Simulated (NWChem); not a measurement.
Species: SiCl$_{3}$F; SMILES Cl[Si](Cl)(F)Cl

```xyz
5

F      0.0000     0.0000     1.8563
Si     0.0000     0.0000     0.2375
Cl     1.7807     0.7674    -0.4068
Cl    -1.5549     1.1584    -0.4068
Cl    -0.2258    -1.9258    -0.4068
```
Atoms are numbered in this order, from 1.

Computed with NWChem. Structure relaxed at the PBE-D3(BJ)/def2-SVP level. Level: B3LYP/def2-SVP with SMD (1 M gas to 1 M solution), gas-phase geometry. Reactions with the solvent are ignored.

```json
[
 {"solvent": "water", "dielectric constant": "78.4", "solvation free energy (kcal/mol)": "(withheld)", "cavity-dispersion-structure term (kcal/mol)": "(withheld)", "dipole in solution (D)": "0.70"},
 {"solvent": "anisole", "dielectric constant": "4.22", "solvation free energy (kcal/mol)": "-2.8", "cavity-dispersion-structure term (kcal/mol)": "-2.3", "dipole in solution (D)": "0.68"},
 {"solvent": "benzene", "dielectric constant": "2.27", "solvation free energy (kcal/mol)": "-3.4", "cavity-dispersion-structure term (kcal/mol)": "-3.0", "dipole in solution (D)": "0.66"},
 {"solvent": "methanol", "dielectric constant": "32.6", "solvation free energy (kcal/mol)": "-3.0", "cavity-dispersion-structure term (kcal/mol)": "-2.3", "dipole in solution (D)": "0.70"}
]
```

What belongs in the gaps?


- water, solvation free energy (kcal/mol): 1.2
- water, cavity-dispersion-structure term (kcal/mol): 1.9
